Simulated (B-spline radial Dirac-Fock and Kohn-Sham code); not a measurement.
## The L3 (2p3/2) hole of gallium ions: width and yield against charge

Calculated with a radial atomic solver, using one-electron (LDA, Dirac) transition rates at Dirac-Fock energies. Tabulated ground configurations, configuration averages; single configurations, so decays that open only by mixing (as 1s 2s² with 1s 2p² in Be-like ions) are missing and such tiny yields are far too low.

```tsv
ion	configuration	radiative (eV)	non-radiative (eV)	yield
Ga	[Ar] 3d10 4s2 4p1	0.00960	0.774	0.0122
Ga⁺	[Ar] 3d10 4s2	0.00963	0.772	0.0123
Ga²⁺	[Ar] 3d10 4s1	0.00969	0.777	0.0123
Ga³⁺	[Ar] 3d10	0.00976	0.783	0.0123
Ga⁴⁺	[Ar] 3d9	0.00945	0.764	0.0122
Ga⁵⁺	[Ar] 3d8	0.00903	0.737	0.0121
Ga⁶⁺	[Ar] 3d7	0.00849	0.703	0.0119
Ga⁷⁺	[Ar] 3d6	0.00782	0.662	0.0117
```
